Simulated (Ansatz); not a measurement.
Mulliken charges of `[F][Ga]([F])[SH]` from PBE/def2-TZVPP in Ansatz (PBE0-D4/def2-TZVP geometry).

| atom | x (Å) | y (Å) | z (Å) | charge (e) |
| --- | --- | --- | --- | --- |
| F1 | -0.326 | -1.486 | 1.659 | -0.309 |
| Ga2 | 0.143 | -0.389 | 0.398 | 0.670 |
| F3 | 1.856 | -0.271 | 0.121 | -0.313 |
| S4 | -1.298 | 0.749 | -0.746 | -0.184 |
| H5 | -0.324 | 1.324 | -1.474 | 0.136 |

By hand: the dipole of these point charges (1 e Å = 4.8032 D).

Σ q r = (-0.190, 0.326, -0.347) e Å, of length 0.513 e Å = 2.46 D.

How does the dipole of the full density compare? (Best estimate.)

Ansatz gave: (-0.170, 0.288, -0.307) e Å, 2.18 D; the point charges give 1.13 times that, at 0° from its direction.

Point charges leave out the atoms' own dipoles, such as those of lone pairs, and Mulliken's split depends on the basis, so the close match here is no proof of good charges.
